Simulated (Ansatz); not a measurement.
```xyz
13

C    -1.229    0.781    0.218
C    -0.141   -0.224    0.449
B     1.045   -0.409   -0.530
N     1.153    0.362   -1.685
C    -0.133   -1.019    1.514
F    -1.080   -0.992    2.461
H    -0.819    1.795    0.186
H    -1.992    0.753    0.996
H    -1.723    0.605   -0.743
H     1.897   -1.225   -0.310
H     1.910    0.265   -2.338
H     0.485    1.068   -1.947
H     0.628   -1.760    1.730
```

The species carries charge 0 and has multiplicity 1.

(1) List the B3LYP/def2-TZVPP orbital energies in eV (Ansatz 0.2.0). (An estimate is asked.)

Results:

(1) The calculation gave: Occupied: -671.89, -389.53, -278.92, -276.75, -276.41, -183.07, -33.41, -23.76, -21.55, -18.93, -16.01, -14.64, -14.14, -14.00, -12.74, -12.30, -11.35, -11.10, -10.32, -9.92, -8.72, -8.50, -6.91. Lowest empty: -0.55, 0.47, 1.39, 1.47, 1.74, 2.57, 2.61, 3.12.

B3LYP here is the variant with VWN-RPA as its local correlation; programs differ in this.
